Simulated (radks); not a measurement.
Question: Coherent X-ray form factor from a spherical all-electron density. All-electron calculation, non-relativistic Kohn-Sham, PBE, spin-polarised, spherical densities, point nucleus. Program: a radial shooting solver on a logarithmic mesh with Libxc functionals.

sin(theta)/lambda (1/angstrom)  f0 (electrons)
0.05                                    34.891
0.1                                     34.567
0.15                                    34.040
0.2                                     33.331
0.25                                    32.465
0.3                                     31.471
0.4                                     29.223
0.5                                     26.832
0.6                                     24.495
0.8                                     20.423
1                                       17.261
1.25                                    14.165
1.5                                     11.600
2                                        7.856

The species is in the configuration that NIST lists as its ground one. Which atom or ion scatters so?

Answer: The iodine ion I18+, [Ar] 3d10 4s2 4p5. Extrapolating in s^2 from the first two rows gives f0(0) = 35.0, near the electron count 35; among species with that count, the fall with angle is slower the higher Z, and the table is that of Z = 53; from so few rows the species is fixed only to a neighbour or two.
